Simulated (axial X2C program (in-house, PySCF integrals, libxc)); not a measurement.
## AlTe⁻: properties at the nuclei

Computed with an in-house all-electron X2C program for linear molecules (integrals from PySCF): two-component X2C with atomic mean-field Coulomb and Gaunt terms, Gaussian nuclei, basis Te dyall-acv3z, Al dyall-av3z with contracted cores.

R = 2.467 Å (near the PBE0 minimum at charge -1 of the determinant lowest at the starting distance; the state shown can have its own minimum elsewhere).

Determinant lowest in the PBE0 search, Ω = 0 (closed shell), highest spinor 37% Te p, 36% Al p, 18% Al s:

```csv
level,qzz Te (a.u.),qzz Al (a.u.)
PBE0,-0.36,-0.96
HF,-0.22,-1.11
B3LYP,-0.39,-0.98
PBE50,-0.24,-1.02
LDA,-0.51,-0.90
```

Determinant 1.98 eV from it at PBE0 and this distance, Ω = 2 (⟨Sz⟩ = 0.97, ⟨Lz⟩ = 1.03 at PBE0), spin on the atoms Te 0.17, Al 0.80:

```tsv
level	Eeff magnitude (GV/cm)	Ws magnitude Te (kHz)	A∥/gI Te (MHz)	qzz Te (a.u.)	A∥/gI Al (MHz)	qzz Al (a.u.)
PBE0	1.36	0.39	84.1	5.67	152	-0.17
HF	2.11	0.599	43.9	5.29	179	-0.36
B3LYP	0.819	0.224	88.3	5.79	152	-0.17
PBE50	1.56	0.448	65.1	5.77	156	-0.20
LDA	0.805	0.225	125	5.63	172	-0.14
```

Eeff is the effective electric field on the electron electric dipole moment in this Ω state and Ws the scalar–pseudoscalar constant of the nucleus named (defined with the proton number Z and per Ω); A∥ (defined per Ω) follows by multiplying with gI = μI/(I μN); qzz is the electric field gradient, eQq0 = 234.96 MHz × Q/barn × qzz. The operators were transformed with the bare-nucleus X2C matrices; with these basis sets, hyperfine constants and field gradients can be off by tens of per cent, and where levels differ in sign neither size nor sign is settled.

(1) With Q(27Al) = 0.1466 barn (Q from Pyykkö, Mol. Phys. 2018), turn the PBE0 values of the first state into constants in MHz.

Each state is one determinant with collinear spin, which with several unpaired electrons need not be a pure state. Unrestricted Hartree–Fock can overshoot spin polarisation at the nuclei. For an anion, determinants above electron detachment, or with a positive highest level, are held by the basis set. With several open shells hyperfine constants can be off by a factor of several. Where Eeff spreads by more than a factor of two the levels disagree and none is to be relied on. Open-shell Ω = 0 determinants with evenly filled partner blocks cannot be reached by this program, so the Ω shown need not be the lowest component. The search compared states at one distance, so a state with another bond length can lie lower. Further determinants of the search, some of them spin-mixed, are not shown. Where a field gradient or hyperfine factor spreads by more than a factor of two over the levels, a constant derived from it is not to be relied on. PBE0 term energies can be off by some tenths of an eV.

Answers

(1) eQq0(27Al) = 234.96 × (0.1466) × (-0.96) = -33.1 MHz.
